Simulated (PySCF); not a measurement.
Isomers of C4H10OSi, one GFN2-xTB conformer each. Single-point energies are computed at PBE0/pcSseg-1 (PySCF, gas phase, no added dispersion term), electronic only.

Question: Rank them by PBE0/pcSseg-1 energy, lowest first (kcal/mol).
A. `[CH3:1][O:2][SiH2:3][CH:4]1[CH2:5][CH2:6]1` with C1–O2–Si3–C4 179°, O2–Si3–C4–C5 117°
B. `[CH3:1][CH2:2]/[CH:3]=[CH:4]/[SiH2:5][OH:6]` with C1–C2–C3–C4 123°, C3–C4–Si5–O6 7°, C4–Si5–O6–H 55°

Answer: B (0.0), A (16.5).

As drawn, the lower has an O–H bond and a C=C bond outside aromatic rings, which the higher lacks; the higher has a three-membered ring, which the lower lacks. GFN2-xTB itself gives, in the same order: 0.0, 0.3. Both levels put the same isomer lowest.

Which frontier levels, dipoles and rotational constants go with these structures?

```csv
SMILES,"HOMO (eV, PBE0/pcSseg-1)",LUMO (eV),dipole (D),"A, B, C (MHz)"
CC/C=C/[SiH2]O,-7.55,-0.14,2.16,"7186, 1111, 1020"
CO[SiH2]C1CC1,-7.94,0.67,0.54,"9199, 1344, 1288"
```
